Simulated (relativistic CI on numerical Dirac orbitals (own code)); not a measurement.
**Hg VII: q coefficients and field-shift factors**

Computed by Dirac-Coulomb-Breit CI, KLI orbitals optimised for each configuration, derivatives by finite differences, unscaled Slater integrals, QED left out (own radial code, finite nucleus).

CI space (outside the closed core [Xe] 4f14): 5d⁶, 5d⁵6s, 5d⁵5f, 5d⁴6s², 5d⁵6d. Levels of other configurations are missing.

With x = (α/α₀)² − 1 an excitation energy changes as ω = ω₀ + qx; K = 2q/ω₀ is the relative enhancement. Terms are leading LS components, so labels can repeat. The field-shift factor is F = δν/δ⟨r²⟩ for the transition from the lowest level.

Lowest level 5d⁶ ⁵D4.

```tsv
Level	ω₀ (cm⁻¹)	q (cm⁻¹)	K	F (GHz/fm²)
5d⁶ ⁵D2	8400.1	1048	0.249	0.807
5d⁶ ⁵D3	10739.4	13340	2.48	1.51
5d⁶ ⁵D0	14972.4	10290	1.37	1.91
5d⁶ ⁵D1	15123.1	14440	1.91	1.94
5d⁶ ³H4	22257.5	3878	0.348	1.28
5d⁶ ³G5	28725.6	9190	0.64	1.38
5d⁶ ³H6	29046.7	10240	0.705	0.652
5d⁶ ⁵D2	31650.6	17960	1.14	2.83
5d⁶ ³F3	34114.0	11170	0.655	2.97
5d⁶ ³F2	35519.3	12090	0.68	2.76
5d⁶ ¹S0	41667.9	16010	0.768	6.15
5d⁶ ³H4	41684.2	22740	1.09	2.68
5d⁶ ³D1	44111.7	14600	0.662	5.36
5d⁶ ³G4	45150.5	18450	0.817	3.82
5d⁶ ³D2	45587.6	14630	0.642	4.89
5d⁶ ³H5	46379.8	25820	1.11	3.31
5d⁶ ³D3	48658.7	18760	0.771	5.63
5d⁶ ³G3	50790.6	26110	1.03	4.89
5d⁶ ¹I6	52309.6	25380	0.97	2.53
5d⁶ ³P0	53319.7	4295	0.161	3.34
5d⁶ ¹F3	56402.9	9705	0.344	4.06
5d⁶ ³P1	57535.4	34150	1.19	5.61
5d⁶ ¹G4	61365.9	28410	0.926	5.93
```

At this charge configurations can still be misplaced by up to about 7 % of their energy. Terms inside the open d or f shell come out 10 to 20 % too wide with unscaled integrals. Levels and lines within the n = 5 or 6 shells can be off by up to 10 % or somewhat more, and those that change n by about 2 %, since core polarisation is missing.
